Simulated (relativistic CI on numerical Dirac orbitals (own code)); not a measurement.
# Hyperfine structure of Ru²⁸⁺, mass number 99

Method of calculation: Dirac-Coulomb-Breit CI, orbitals from a KLI potential per configuration, model QED (radiative potential, 1s self-energy scaled to tabulated hydrogen-like ionisation energies), unscaled Slater integrals (own radial code, finite nucleus).

CI space (outside the closed core [Ne]): 3s2 3p4, 3s 3p5, 3s2 3p3 3d, 3p6, 3s 3p4 3d, 3p5 3d, 3s 3p3 3d2, 3s2 3p2 3d 4p, 3p5 4s, 3s2 3p3 4s, 3s 3p3 3d 4s, 3p5 4p, 3s2 3p2 3d2, 3s2 3p 3d3, 3s 3p2 3d3, 3s2 3p 3d2 4s, 3p4 3d2, 3p3 3d3, 3p3 3d2 4s, 3s2 3p2 3d 4s, 3s 3p2 3d2 4s, 3s2 3p 3d 4s2. Double excitations out of closed p, d and f shells are left out; levels of such configurations are missing from the list, as are those of other unlisted configurations, and high levels can miss mixing partners.

Nuclear spin I = 5/2, μ = -0.641 μN, Q = 0.079 b (tables of Stone and Pyykkö). The electronic factors are computed for point nuclear moments, without core polarisation or the Bohr-Weisskopf and QED corrections.

| Level | E (cm⁻¹) | A (MHz) | B (MHz) |
| --- | --- | --- | --- |
| 3s2 3p4 3P_2 | 0 | -8348 | 1640 |
| 3s2 3p4 3P_1 | 221366 | 1676 | -2450 |
| 3s2 3p4 1D_2 | 267896 | -19180 | -6540 |
| 3s 3p5 3P°_2 | 850508 | -35700 | -4010 |
| 3s2 3p3 3d 5D°_4 | 1007794 | -3320 | 2520 |
| 3s2 3p3 3d 5D°_1 | 1012070 | 513.9 | -912 |

Levels with J = 0, under 50 % of one LS term, or S terms without an open s electron are left out. Small factors come from cancelling terms and can be off by tens of per cent or more.

At this charge energies of transitions that change n are usually good to better than 1 %, and those within a shell (Δn = 0) to a few per cent.

**Question.** Give the hyperfine levels of 3s2 3p4 3P_2 relative to its centre of gravity.

**Answer.** With K = F(F + 1) − I(I + 1) − J(J + 1), E = AK/2 + B[¾K(K + 1) − I(I + 1)J(J + 1)]/[2I(2I − 1)J(2J − 1)]: F = 1/2: 59580, F = 3/2: 46320, F = 5/2: 24630, F = 7/2: -4871, F = 9/2: -41330 MHz.

LS names give the leading component of a level, which can be under half, so a name can repeat, a term be missing and a line seem to break the LS rules.
